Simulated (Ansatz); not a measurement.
The same path of C$_{4}$H$_{9}$NSi (15 atoms, charge 0, multiplicity 1) was run twice with different band settings. The coordinate that changes most is the height of N6 over the plane of its neighbours.

These are results of Ansatz, RKS PBE/def2-SVP, not measurements.

Relaxed end points:

```xyz
15
Properties=species:S:1:pos:R:3
C -0.474 -2.931 -0.023
C 0.207 -1.830 0.222
C 0.912 -0.736 0.459
C 1.132 0.405 -0.505
Si 0.105 1.932 -0.012
N -1.577 1.470 -0.090
H 0.019 -3.837 -0.420
H -1.561 -2.998 0.158
H 1.355 -0.624 1.468
H 2.204 0.702 -0.515
H 0.850 0.115 -1.538
H 0.621 2.401 1.336
H 0.315 3.065 -0.984
H -2.290 2.192 0.045
H -1.839 0.625 0.429
```

```xyz
15
Properties=species:S:1:pos:R:3
C -0.533 -2.855 -0.044
C 0.228 -1.801 0.173
C 1.015 -0.757 0.379
C 1.155 0.442 -0.524
Si 0.090 1.906 0.110
N -1.632 1.623 0.193
H -0.144 -3.754 -0.554
H -1.590 -2.887 0.277
H 1.583 -0.730 1.330
H 2.214 0.779 -0.570
H 0.836 0.203 -1.560
H 0.566 2.238 1.500
H 0.300 3.080 -0.811
H -2.150 1.580 -0.689
H -1.960 0.881 0.818
```

Common settings: movable images 9; climbing image yes; spring 5.0 eV/Å²; start path IDPP; force threshold 0.05 eV/Å; iteration limit 60; end points relaxed.

| run | optimiser |
| --- | --- |
| 1 | quadratic models (default) |
| 2 | lbfgs |

(1) What does each run give, and how far can it be trusted?

Results:

(1) Run 1: converged after 14 iterations, highest image 0.029 eV above the first end. A vibrational analysis at the climbing image gives one clearly imaginary mode, 270i cm⁻¹: a first-order saddle point.
Run 2: converged after 24 iterations, highest image 0.029 eV above the first end. Another band between the same ends (9 images) ends at a top of the same energy, where a vibrational analysis finds 1 clearly imaginary mode.
